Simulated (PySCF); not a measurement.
## Zr⁺: ionisation energy

Zr⁺ [Kr] 4d2 5s1 (4F) → Zr²⁺ [Kr] 4d2 (3F), as a difference of total energies. Computed with PySCF 2.14 in aug-cc-pwCVDZ-PP with ECP28MDF (6s6p5d3f, 70 functions), with a scalar-relativistic core potential. Correlated levels: valence: 4s2 4p6 frozen. The calculations carry no spin-orbit coupling.

```csv
method,ionisation energy (eV)
UHF,12.271
MP2 (valence),12.488
SCS-MP2 (valence),12.344
CCSD (valence),12.563
CCSD(T) (valence),12.566
```

Question: How much does correlation contribute at CCSD(T) (valence)?

Answer: 12.566 − (12.271) = 0.295 eV, measured against UHF.

The reference lies between the lowest fine-structure levels, while these numbers refer to the centres of the terms.

Errors of the correlated levels include the incompleteness of this basis and the frozen core.

For comparison: 13.13 eV (measured; NIST Atomic Spectra Database, ionization energies).
